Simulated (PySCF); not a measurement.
C4H9 (SMILES C[CH-]CC), charge -1, singlet, geometry from GFN2-xTB (in this run its highest filled SCF level lies above zero, so its values depend strongly on the basis, on diffuse functions most of all). Base run: R2SCAN/STO-3G in PySCF.

Geometry (Å):
```xyz
13

C      0.7066     1.7895    -0.0282
C      0.7860     0.2657    -0.0858
C     -0.6417    -0.2774    -0.0083
C     -0.6688    -1.8051    -0.0068
H      1.7108     2.2307     0.0241
H     -1.6913    -2.2026    -0.0067
H      0.1258     2.2323     0.8303
H      0.2292     2.1846    -0.9376
H     -0.1548    -2.1876     0.8756
H     -0.1483    -2.1838    -0.8855
H      1.2891    -0.0502     0.8802
H     -1.2068     0.0747    -0.8888
H     -1.2464     0.0655     0.8833
```
Charge -1, spin multiplicity 1.
All else is at PySCF's defaults.
Base energy -155.63146 Eh.

The base run was repeated with changes; each row names its change, and settings that it needs were set with it.

| change | ΔE vs base (µEh) | grid points | electrons on the grid |
|---|---|---|---|
| base | 0.0 | 144744 | 33.99993 |
| grids.level = 7 | -103 | 797512 | 34.00000 |
| small_rho_cutoff = 0 | 0.0 | 144744 | 33.99993 |
| grids.atom_grid = (75, 302) | -0.2 | 190016 | 33.99993 |
| grids.prune = off | 0.1 | 226504 | 33.99993 |
| grids.prune = dft.gen_grid.treutler_prune | -0.1 | 123720 | 33.99992 |
| grids.radi_method = gauss_chebyshev | -49.3 | 141328 | 33.99993 |
| grids.radi_method = mura_knowles | -117 | 138480 | 33.99993 |
| grids.atom_grid = (99, 590) | -78.7 | 424304 | 34.00001 |
| grids.level = 1 | 1295 | 42968 | 34.00024 |
| grids.prune = dft.gen_grid.sg1_prune | -64.8 | 64120 | 34.00026 |
